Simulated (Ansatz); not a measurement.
F$_{2}$HOSb (`[OH][Sb]([F])[F]`). The species carries charge 0 and has multiplicity 1. Sb takes the def2 core potential. The structure was optimised at the PBE0-D4/def2-TZVP level. It is one conformer, not always the lowest.

```xyz
5

O    -0.721   -0.434    1.057
Sb    0.989   -0.202    0.212
F     0.473   -0.859   -1.495
F     0.724    1.605   -0.313
H    -1.466   -0.110    0.539
```

(1) What is the dipole moment at r2SCAN/def2-TZVPP? (An estimate is asked.)

(2) And with PBE, B3LYP, ωB97M-V? (Best estimate.)

(3) Give the Mulliken charges with r2SCAN, B3LYP, PBE in def2-TZVPP. (Best estimate.)

Answers

(1) The calculation gave: 1.94 D, with components (1.04, -0.79, 1.43) D in this frame, pointing from negative to positive charge.

(2) Ansatz gave: PBE 1.89 D, B3LYP 2.12 D, ωB97M-V 2.08 D.

(3) Computed: 
| atom | r2SCAN | B3LYP | PBE |
| --- | --- | --- | --- |
| O1 | -0.54 | -0.53 | -0.49 |
| Sb2 | 1.23 | 1.26 | 1.13 |
| F3 | -0.45 | -0.46 | -0.42 |
| F4 | -0.45 | -0.46 | -0.42 |
| H5 | 0.21 | 0.20 | 0.20 |

B3LYP here is the variant with VWN-RPA as its local correlation; programs differ in this.
